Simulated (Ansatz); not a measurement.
Consider the redistribution: `[NH2][Ta]([NH2])([OH])=[S]` + `[O]=[Ta]([OH])([OH])[F]` → `[NH2][Ta]([OH])([OH])=[S]` + `[NH2][Ta](=[O])([OH])[F]`.

Calculated with Ansatz (gas phase, PBE0-D4/def2-TZVP geometries, no zero-point term in ΔE). CCSD(T)/CBS adds triple-zeta CCSD(T) − MP2 to the extrapolated MP2 energy (def2 sets, frozen cores). DFT in def2-TZVPP. Elements past krypton have def2 core potentials. For Ta outer-core shells are correlated without core-valence functions, which leaves a few kJ/mol of doubt a bond. Each species was taken in one conformer, which may not be the lowest.

| level | ΔE (kJ/mol) |
| --- | --- |
| revPBE-D4 | -7.0 |
| BLYP-D4 | -7.4 |
| r2SCANh-D4 | -7.4 |
| BHLYP-D4 | -7.8 |
| CAM-B3LYP-D4 | -8.3 |
| MP2/def2-SVP | -7.1 |
| HF/def2-TZVPP | -7.8 |
| CCSD/def2-TZVPP | -7.7 |

Task: What does CCSD(T)/CBS give? (An estimate is asked.)

Result: Ansatz gave: -7.3 kJ/mol. The listed levels differ from it by 0.3, -0.1, -0.1, -0.5, -1.0, 0.2, -0.5, -0.4 kJ/mol.

Largest T1 diagnostic among the species: 0.020, so the coupled-cluster value is less sure than usual.

Leaving LDA and LC-ωPBE aside and taking each functional with its dispersion term where it has one, the values spread over 1.2 kJ/mol, from CAM-B3LYP-D4 to revPBE-D4.
